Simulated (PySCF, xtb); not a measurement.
C4H4F2, SMILES C=C/C(F)=C/F.

The structure is a stationary point at PBE0-D3(BJ)/def2-SVP. The values are those of a single conformer.

Calculation: IEF-PCM-PBE0/def2-SVP run with PySCF 2.14.0.

The values are the electrostatic part of the solvation free energy, E(continuum) − E(gas) at the gas-phase geometry, in a cavity of scaled van der Waals radii (PySCF's table); cavitation and dispersion terms are not included. In vacuum the orbital gap is 5.81 eV. The dipole moment in vacuum is 2.22 D.

Computed values in water (ε = 78.36), ethanol (ε = 24.85), acetone (ε = 20.49):
```json
[
 {"solvent": "water", "ε": "78.36", "ΔG(elec) (kcal/mol)": "-3.2", "dipole (D)": "2.74", "gap (eV)": "5.86"},
 {"solvent": "ethanol", "ε": "24.85", "ΔG(elec) (kcal/mol)": "-3.0", "dipole (D)": "2.72", "gap (eV)": "5.86"},
 {"solvent": "acetone", "ε": "20.49", "ΔG(elec) (kcal/mol)": "-3.0", "dipole (D)": "2.71", "gap (eV)": "5.86"}
]
```

For comparison, GFN2-xTB/ALPB(water) (xtb, at the GFN2-xTB geometry, all terms of that model) gives -3.0 kcal/mol.
